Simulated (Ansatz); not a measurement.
Consider the silylene loss: `[OH][Ga]([SH])[O][SiH3]` → `[OH][Ga]([OH])[SH]` + `[SiH2]`.

Program: Ansatz. Geometries: PBE0-D4/def2-TZVP. ΔE: electronic, gas phase. CCSD(T)/CBS adds triple-zeta CCSD(T) − MP2 to the extrapolated MP2 energy (def2 sets, frozen cores). This one scheme is used for every species. For Ga outer-core shells are correlated without core-valence functions, which leaves a few kJ/mol of doubt a bond. Scalar relativity is left out up to krypton. One conformer a species, not always the lowest.

| species | SCS-MP2/def2-TZVPP energy (Eh) |
| --- | --- |
| `[OH][Ga]([SH])[O][SiH3]` | -2763.57972 |
| `[OH][Ga]([OH])[SH]` | -2473.30101 |
| `[SiH2]` | -290.14787 |

Question: Work out ΔE.

Answer: ΔE = (-2473.30101) + (-290.14787) − (-2763.57972) = 0.13084 Eh = +343.5 kJ/mol. CCSD(T)/CBS gives +335.8 kJ/mol.

Largest T1 diagnostic among the species: 0.014.

The D4 term adds +13.1 kJ/mol with B3LYP and +7.3 kJ/mol with PBE0; it sums over pairs of atoms, weighted by their polarisabilities, and B3LYP, whose exchange is more repulsive, gets the larger term. From PBE to PBE0 (25 % exact exchange), in def2-TZVPP and without D4, ΔE moves by +15.2 kJ/mol.

B3LYP here is the variant with VWN-RPA as its local correlation; programs differ in this.
